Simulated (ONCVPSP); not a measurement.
**What one change does to a pseudopotential (Sn (Z = 50), ONCV)**

- Element: tin (Sn)
- Generator: ONCVPSP 4.0.1
- Type: optimised norm-conserving Vanderbilt (ONCV)
- Functional: BLYP
- Relativity: scalar-relativistic
- Frozen core: [Kr] 4d10
- Valence charge: 4
- Reference configuration: 5s1.5 5p2.5
- Partial waves: 5s: rc 1.60 bohr, ncon 3, nbas 8, qcut 4 1/bohr, 2 projectors, debl 0.8 Ha; 5p: rc 2.80 bohr, ncon 4, nbas 7, qcut 2.7 1/bohr, 2 projectors, debl 1.7 Ha; d scattering state at 0.17 Ha: rc 2.95 bohr, ncon 3, nbas 6, qcut 3.9 1/bohr, 3 projectors, debl 3.8 Ha
- Local potential: polynomial inside 1.20 bohr (lpopt 5, dvloc0 1 Ha)
- Core correction: Teter function fitted to the true core (icmod 2), fcfact 0.7

Change: core correction Teter function fitted to the true core (icmod 2), fcfact 1.22.

Cutoffs: the cutoffs (Ha) at which the residual kinetic energy of the hardest occupied pseudo-wave falls to 1 and 0.1 mHa per electron; they do not see the model core or the augmentation charge, which bear on the density cutoff. Errors are all-electron minus pseudo energies relative to the spin-unpolarised reference configuration.

**Question.** Predict the effect on cutoff, ghosts and configuration errors.

**Answer.** The potential gets neither clearly harder nor softer (19 Ha and 81 Ha → 19 Ha and 81 Ha); both files keep a bound ghost (s); of the 4 tests that both files solve, the error grows in 1 and shrinks in 1 by more than 15 % and 0.3 meV (median size 8.5 → 9.4 meV). A model core, the more so a compact one, raises the density cutoff, which this test does not measure.

```csv
quantity,base,changed
"cutoff, loose",19 Ha,19 Ha
"cutoff, tight",81 Ha,81 Ha
bound ghosts,s,s
GHOST(+) flags under 300 eV,"p at 30.8 eV, d at 230.6 eV","p at 30.8 eV, d at 230.6 eV"
"error for 5s2 5p2, meV [ΔE -3.48 eV]",+0.3,+0.1
"error for 5s2 5p1, meV [ΔE 3.33 eV]",+2.9,+4.7
"error for 5s2 5p0, meV [ΔE 17.31 eV]",-28,-19
"error for 5s1 5p2, meV [ΔE 10.99 eV]",-14,-14
s: phases at 1.63 bohr within 0.05 rad from the reference energy up to (Ha; the scan ends near 5),to the end of the scan,to the end of the scan
p: phases at 2.84 bohr within 0.05 rad from the reference energy up to (Ha; the scan ends near 5),1.1,1.1
d: phases at 3.00 bohr within 0.05 rad from the reference energy up to (Ha; the scan ends near 5),2.0,2.0
"rms error of d²Exc/dni dnj with the model core, mHa",1.51,1.15
```

 A true bound ghost makes a file unfit for plane-wave use even where its test errors are small: the radial tests pick states by their node count and pass the ghost by.
